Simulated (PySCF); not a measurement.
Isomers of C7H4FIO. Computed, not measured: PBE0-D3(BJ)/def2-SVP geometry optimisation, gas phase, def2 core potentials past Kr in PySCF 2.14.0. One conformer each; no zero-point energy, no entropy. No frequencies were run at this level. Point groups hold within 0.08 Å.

Question: Rank from lowest to highest electronic energy at this level (kJ/mol).
A. `[O:1]=[C:2]([F:3])[c:4]1[cH:5][cH:6][cH:7][cH:8][c:9]1[I:10]` with O1–C2–C4–C5 -179°
B. `[O:1]=[C:2]([F:3])[c:4]1[cH:5][cH:6][c:7]([I:8])[cH:9][cH:10]1` with O1–C2–C4–C5 179°

Answer: B (0.0), A (21.0).

| SMILES | E (Eh) | E rel (kJ/mol) | dipole (D) | point group | A, B, C (MHz) |
| --- | --- | --- | --- | --- | --- |
| O=C(F)c1ccc(I)cc1 | -741.14790 | 0.0 | 2.55 | Cs | 3834, 279.0, 260.1 |
| O=C(F)c1ccccc1I | -741.13992 | 21.0 | 3.99 | Cs | 1206, 638.2, 417.4 |
